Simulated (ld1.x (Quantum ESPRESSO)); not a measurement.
**Configuration tests for scandium (TM)**

ld1.x (Quantum ESPRESSO) 7.5 input, shortened:

```
&input
   title='Sc', zed=21., rel=1, dft='WC', iswitch=3,
   config='[Ar] 3d1.5 4s1.5 4p0'
 /
 &inputp
   pseudotype=2, tm=.true., lloc=0,
   nlcc=.true., new_core_ps=.true., rcore=1.85
 /
3
4P  2  1   0.00   0.00  4.24  4.24  0.0
3D  3  2   1.50   0.00  2.35  2.35  0.0
4S  1  0   1.50   0.00  2.20  2.20  0.0
 &test
   configts(1)='3d1.5 4s1.5 4p0'
 /
```

Energies are relative to the spin-unpolarised reference configuration 3d1.5 4s1.5 4p0; without spin polarisation the order of configurations can differ from experiment.

Q: Give the all-electron excitation energy and the error of the potential for: 3d1 4s2 4p0; 3d1 4s1 4p0; 3d1 4s0 4p0; 3d1 4s1 4p1; 3d2 4s1 4p0; 3d1 4s0 4p1; 3d0 4s2 4p0.

A:

```tsv
valence configuration	charge	ΔE all-electron (eV)	error AE − PS (meV)
3d1 4s2 4p0	0	-0.677	-20
3d1 4s1 4p0	+1	6.227	-20
3d1 4s0 4p0	+2	18.813	-123
3d1 4s1 4p1	0	2.126	-51
3d2 4s1 4p0	0	0.987	-18
3d1 4s0 4p1	+1	9.641	-104
3d0 4s2 4p0	+1	7.737	+50
```
